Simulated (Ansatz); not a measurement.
Geometry optimisation, RKS PBE-D4/6-31G (Ansatz 0.2.0).

input.yaml

```yaml
crystal:
  periodic: [false, false, false]
  atoms:
    - { symbol: C, position_ang: [0.0173, -1.9242, -1.3179] }
    - { symbol: "N", position_ang: [-0.1437, -1.5445, -0.0919] }
    - { symbol: Si, position_ang: [0.0873, 0.1109, 0.2904] }
    - { symbol: "N", position_ang: [0.2942, -0.0522, 1.9737] }
    - { symbol: "N", position_ang: [1.7769, 0.2626, 0.04] }
    - { symbol: Si, position_ang: [-1.3022, 1.734, -0.5395] }
    - { symbol: H, position_ang: [-0.1673, -2.9304, -1.6092] }
    - { symbol: H, position_ang: [0.2628, -1.1763, -2.1663] }
    - { symbol: H, position_ang: [-0.7247, -0.0968, 2.3841] }
    - { symbol: H, position_ang: [0.5736, -1.0082, 2.1373] }
    - { symbol: H, position_ang: [2.1757, -0.6231, 0.3346] }
    - { symbol: H, position_ang: [2.1221, 0.9192, 0.7939] }
    - { symbol: H, position_ang: [-1.3785, 1.6984, -2.0442] }
    - { symbol: H, position_ang: [-2.7204, 1.5058, -0.0389] }
    - { symbol: H, position_ang: [-0.8948, 3.074, -0.1169] }
basis:
  gaussian: { orbitals: "6-31G" }
hamiltonian:
  xc: pbe
  dispersion: d4
relax:
  f_tol: 0.015
  max_steps: 40
output:
  orbitals: {}
```

Launched with:

```bash
$ ansatz run input.yaml --threads 1 --pin off --max-ram 2048MiB --backend cpu --events-out ev --progress --plain --runs-dir out
```

Task: Where does it end, and by what steps?

Result: The run converged. The force dipped under the threshold on the way, but the program's further checks kept it going. Limits of this set-up: no polarisation functions. After 26 steps the energy has fallen by 2.363 eV; H8 moved furthest, 1.45 Å.

```tsv
step	energy less start (eV)	largest force component (eV/Å)	accepted
0	0.0000	4.447	yes
1	-1.3910	1.983	yes
2	-1.6785	2.211	yes
3	-2.0355	1.031	yes
4	-2.1437	0.431	yes
5	-2.2396	0.374	yes
6	-2.2517	0.155	yes
7	-2.2601	0.114	yes
8	-2.2526	0.616	no
9	-2.2690	0.151	yes
10	-2.2768	0.320	yes
11	-2.2811	0.543	yes
12	-2.3012	0.278	yes
13	-2.3206	0.273	yes
14	-2.3303	0.676	yes
15	-2.3136	0.996	no
16	-2.3415	0.391	yes
17	-2.3514	0.139	yes
18	-2.3592	0.046	yes
19	-2.3579	0.300	no
20	-2.3581	0.150	no
21	-2.3607	0.024	yes
22	-2.3620	0.080	yes
23	-2.3602	0.153	no
24	-2.3624	0.040	yes
25	-2.3625	0.006	yes
26	-2.3625	0.012	yes
```

```xyz
15
Properties=species:S:1:pos:R:3
C -0.290 -1.999 -1.471
N 0.485 -1.621 -0.516
Si 0.354 -0.036 0.409
N -0.261 -0.318 2.040
N 2.049 0.436 0.355
Si -1.082 1.626 -0.518
H -0.132 -2.979 -1.951
H -1.138 -1.410 -1.883
H -1.206 -0.074 2.321
H 0.269 -0.845 2.730
H 2.751 -0.238 0.061
H 2.398 1.344 0.642
H -1.125 1.550 -2.032
H -2.509 1.502 -0.013
H -0.586 3.011 -0.146
```

Whether the end is a true minimum wasn't checked by a vibrational analysis.

Time of the run: 2.4 min on 1 thread of Arm Neoverse V2 (shared host), peak memory 0.15 GiB.
